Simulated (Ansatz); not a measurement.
Two members of one family (InP nanocrystals, H-capped), computed with Ansatz in the gas phase; def2 core potentials for In, no spin–orbit coupling. The two geometries come from different levels. Levels of anions in sets without diffuse functions are rough. The structures are stationary points that may keep the symmetry of their start.

First: In5P4H16⁻, cut from zinc blende (singlet, charge -1, PBE-D4/def2-SVP geometry).

Cartesian coordinates in Å:
```
In 1.440 -2.077 2.031
In -2.731 -1.435 0.994
In -0.149 2.082 1.889
In 2.759 1.063 -1.329
In -1.411 1.708 -2.367
P -0.607 -0.489 2.141
P 2.209 -1.368 -0.410
P -2.063 -0.706 -1.471
P 0.492 2.126 -0.655
H 0.961 -3.759 1.920
H 2.734 -1.534 3.079
H -2.751 -3.189 0.992
H -4.148 -0.478 1.371
H 1.282 2.480 2.824
H -1.672 2.934 2.087
H 4.064 1.635 -0.313
H 2.919 0.901 -3.067
H -2.812 2.700 -2.024
H -0.796 1.474 -3.991
H -0.969 -0.602 3.526
H 3.309 -2.217 -0.772
H 1.269 -1.947 -1.324
H -3.070 -1.227 -2.354
H -1.021 -1.594 -1.896
H 0.763 3.518 -0.878
```

```
           level  HOMO (eV)  LUMO (eV)  gap (eV)
 PBE-D4/def2-SVP      -2.93       1.41      4.34
PBE0-D4/def2-SVP      -3.95       2.08      6.03
```

Second: In5P4H16⁻, cut from zinc blende, disc (singlet, charge -1, PBE0-D4/def2-SVP geometry).

```xyz
25

P    -1.698    0.316    1.479
P    -0.204    1.991   -1.714
P     2.188   -0.013    1.467
P     0.134   -1.872   -1.282
In    0.235    0.502    3.165
In   -2.073    2.448    0.091
In   -1.974   -1.962    0.244
In    0.109   -0.164   -3.206
In    2.423   -2.100   -0.131
H    -2.831    0.339    2.344
H     1.052    2.285   -1.117
H    -0.223    3.098   -2.606
H     3.400    0.068    2.207
H     2.397    1.152    0.682
H     0.052   -3.103   -1.996
H     0.484    2.147    3.691
H     0.259   -0.829    4.286
H    -1.566    3.881    0.946
H    -3.568    2.397   -0.801
H    -3.388   -1.867   -0.772
H    -1.755   -3.244    1.405
H    -1.351   -0.265   -4.150
H     1.675   -0.004   -3.956
H     2.482   -3.472    0.939
H     3.738   -1.729   -1.216
```

Task: Estimate the same table for the second.

Result: 
| level | HOMO (eV) | LUMO (eV) | gap (eV) |
| --- | --- | --- | --- |
| PBE-D4/def2-SVP | -2.92 | 1.47 | 4.40 |
| PBE0-D4/def2-SVP | -3.96 | 2.14 | 6.10 |
